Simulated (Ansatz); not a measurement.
Stepwise reaction of `[OH][GeH]([SiH3])[SiH3]` with hydrogen, as a gas-phase model of exchange steps in deposition or etching. ΔE in kJ/mol; ΔG adds harmonic PBE0-D4 terms to CCSD(T)/CBS, at 1 bar.

Program: Ansatz. Geometries: PBE0-D4/def2-TZVP. ΔE: electronic, gas phase. CCSD(T)/CBS adds triple-zeta CCSD(T) − MP2 to the extrapolated MP2 energy (def2 sets, frozen cores). This one scheme is used for every species. Functionals use def2-TZVPP. B3LYP here is the variant with VWN-RPA as its local correlation; programs differ in this. For Ge outer-core shells are correlated without core-valence functions, which leaves a few kJ/mol of doubt a bond. Scalar relativity is left out up to krypton. One conformer a species, not always the lowest.

```
step                                                    reaction  PBE-D4  B3LYP-D4  ωB97M-V  CCSD(T)/CBS  ΔG(600 K)
   1  `[OH][GeH]([SiH3])[SiH3]` + H₂ → `[OH][GeH2][SiH3]` + SiH₄     8.9      -1.4     -5.6         -0.8        1.3
```

Give the row of step 2, `[OH][GeH2][SiH3]` + H₂ → `[OH][GeH3]` + SiH₄. (Best estimate.)

Computed: 
| step | reaction | PBE-D4 | B3LYP-D4 | ωB97M-V | CCSD(T)/CBS | ΔG(600 K) |
| --- | --- | --- | --- | --- | --- | --- |
| 2 | `[OH][GeH2][SiH3]` + H₂ → `[OH][GeH3]` + SiH₄ | 4.4 | -7.5 | -11.2 | -7.1 | -5.6 |

By hand: ΔE of the 2 steps together at CCSD(T)/CBS.

(-0.8) + (-7.1) = -7.9 kJ/mol, or -3.9 kJ/mol a step.

In ΔE each step is lower than the one before. ΔG lies between -5.6 and 1.3 kJ/mol a step. PBE-D4 differs from CCSD(T)/CBS by 9.7 to 11.5 kJ/mol a step. Isolated molecules leave out the surface, adducts and barriers. Largest T1 diagnostic: 0.013.
